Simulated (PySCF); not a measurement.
## Electron correlation in W (tungsten, neutral)

[Xe] 4f14 5d4 6s1 6p1, one real determinant (an excited configuration). Calculation: PySCF 2.14, in ANO-RCC-VTZP; the spin-free X2C one-electron Hamiltonian (Gaussian nucleus). Frozen: [Xe] 4f14; 6 electrons correlated.

MP2 pair energies summed by pair of shells (mhartree):

| pair | energy | share (%) |
| --- | --- | --- |
| 5d-5d | -28.50 | 57.7 |
| 5d-6s | -11.98 | 24.2 |
| 5d-6p | -7.64 | 15.5 |
| 6s-6p | -1.31 | 2.6 |

Total MP2 correlation energy: -49.43 mhartree.

Same-spin part -49.43 and opposite-spin part 0.00 mhartree; SCS-MP2 scales them by 1/3 and 6/5 to -16.48 mhartree.

The basis was made for the ground configuration and has no added diffuse functions, which can raise the energy of the promoted electron.

The reference is one real determinant that mixes LS terms of this configuration.
